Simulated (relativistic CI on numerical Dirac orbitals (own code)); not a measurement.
Spin-allowed bands of a d2 ion in an octahedral site, by hand

Problem. Take Δ = 11650 cm⁻¹ and B = 640 cm⁻¹ for a d2 ion in an octahedral site. Calculate the three spin-allowed bands.

Working.
1. The terms of highest spin are 3F (energy 0) and 3P (15B = 9600 cm⁻¹). Here the F term splits into A2 at +1.2Δ = 13980, T2 at +0.2Δ = 2330 and T1 at −0.6Δ = -6990 cm⁻¹.
2. The two T1 states mix through the element 0.4Δ: H = [[-6990, 4660], [4660, 9600]], with roots ½(H₁₁ + H₂₂) ∓ ½√[(H₂₂ − H₁₁)² + 4H₁₂²] = ½(2610) ∓ ½(19029) = -8209 and 10819 cm⁻¹.
3. The ground term is 3T1 at -8209 cm⁻¹.
4. Bands: 3T2 10539 cm⁻¹ (949 nm), 3T1(P) 19029 cm⁻¹ (526 nm), 3A2 22189 cm⁻¹ (451 nm).

Check. Exact diagonalisation of the whole d2 shell with these parameters gives 3T2 10539, 3T1 19029, 3A2 22189 cm⁻¹. The match is exact, since without spin-orbit coupling no other term has this spin. The ratio of the second band to the first, 1.805, depends on Δ/B = 18.2 alone, which is how a Tanabe-Sugano diagram is read.
